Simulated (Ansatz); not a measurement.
Geometry optimisation, RHF/6-31G* in Ansatz 0.2.0.

Input:

```yaml
crystal:
  periodic: [false, false, false]
  atoms:
    - { symbol: Al, position_ang: [0.183967, 0.528497, -0.461999] }
    - { symbol: O, position_ang: [-0.288648, 0.063914, 2.433121] }
    - { symbol: Si, position_ang: [-1.476582, -0.565249, 3.397807] }
    - { symbol: H, position_ang: [-2.455909, -1.31107, 2.5884] }
    - { symbol: H, position_ang: [-0.858358, -1.476128, 4.375265] }
    - { symbol: H, position_ang: [-2.171931, 0.533655, 4.096447] }
    - { symbol: H, position_ang: [1.558406, -0.17753, -0.784031] }
    - { symbol: H, position_ang: [-1.221248, 0.034481, -0.967638] }
    - { symbol: O, position_ang: [0.205803, 2.068143, 0.373949] }
    - { symbol: H, position_ang: [1.032679, 2.516385, 0.470373] }
    - { symbol: H, position_ang: [-0.267177, 1.021603, 2.260705] }
basis:
  gaussian: { orbitals: "6-31G*" }
hamiltonian:
  xc: hf
relax:
  f_tol: 0.03
  max_steps: 50
```

Run as:

```bash
$ ansatz run input.yaml --threads 1 --pin off --max-ram 2048MiB --backend cpu --events-out ev --progress --plain --runs-dir out
```

Q: Where does it end, and by what steps?

A: The run converged. The force dipped under the threshold on the way, but the program's further checks kept it going. After 30 steps the energy has fallen by 0.551 eV; H4 moved furthest, 0.93 Å. Joined: Al1–O2 (2.97 → 2.00 Å).

```
step  energy less start (eV)  largest force component (eV/Å)  accepted
   0                  0.0000                           1.149       yes
   2                 -0.2920                           0.661       yes
   4                 -0.4635                           0.501       yes
   6                 -0.4720                           0.966        no
   8                 -0.5271                           0.164       yes
  10                 -0.5315                           0.049       yes
  12                 -0.5355                           0.104       yes
  14                 -0.5395                           0.092       yes
  16                 -0.5423                           0.097       yes
  18                 -0.5451                           0.058       yes
  20                 -0.5464                           0.031       yes
  22                 -0.5474                           0.050       yes
  24                 -0.5482                           0.104       yes
  26                 -0.5499                           0.054       yes
  28                 -0.5506                           0.025       yes
  30                 -0.5509                           0.018       yes
```

```xyz
11
Properties=species:S:1:pos:R:3
Al -0.152 0.551 0.146
O -0.305 0.251 2.121
Si -1.386 -0.603 3.108
H -1.710 -1.821 2.366
H -0.695 -0.899 4.370
H -2.573 0.221 3.361
H 0.874 -0.540 -0.405
H -1.685 0.443 -0.282
O 0.502 2.125 0.495
H 1.273 2.452 0.061
H 0.098 1.057 2.442
```

Run time: 57 s on 1 thread of Arm Neoverse V1 (shared host), peak memory 0.15 GiB.
